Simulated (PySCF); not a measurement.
A made-up structure of LiInHCl, singlet:

| atom | x (Å) | y (Å) | z (Å) |
| --- | --- | --- | --- |
| Li1 | -1.1603 | 0.1056 | -1.0261 |
| In2 | -0.0680 | 0.9277 | 0.2344 |
| Cl3 | 0.1766 | -1.5221 | -0.3213 |
| H4 | 1.0516 | 0.4889 | 1.1130 |

It is relaxed with PBE-D4/def2-SVP and then PBE0-D4/def2-TZVP (PySCF 2.14 with density fitting (its default auxiliary sets; JK sets also for MP2 and CCSD(T))). Atoms count as bonded within 1.22 times the sum of their covalent radii (H–H: 0.88 Å). The end point is not checked to be a true minimum.

Problem. Does its bonding change? (A judgement: the text doesn't fix the answer.)

Solution. Computed: No: no bond forms or breaks.

Where it ends: The first stage lowers the energy by 3.15 eV in 15 steps. It ends as LiInHCl ([Li]1[Cl][InH]1):
Li1  (-1.155, -0.964, -1.352)
In2  (-0.140, 1.047, 0.044)
Cl3  (0.288, -1.675, 0.047)
H4  (0.991, 1.557, 1.321)
(Å)

Labels in which every atom is bracketed show which atoms are joined, not bond orders.

For scale, one of the runs: PBE0-D4/def2-TZVP relaxation, 107 basis functions, launched by `OMP_NUM_THREADS=2 python run.py`. Hardware: 2 CPU threads of an AMD EPYC 7B13, shared host. Wall time 22 s; peak host memory 1 GiB.
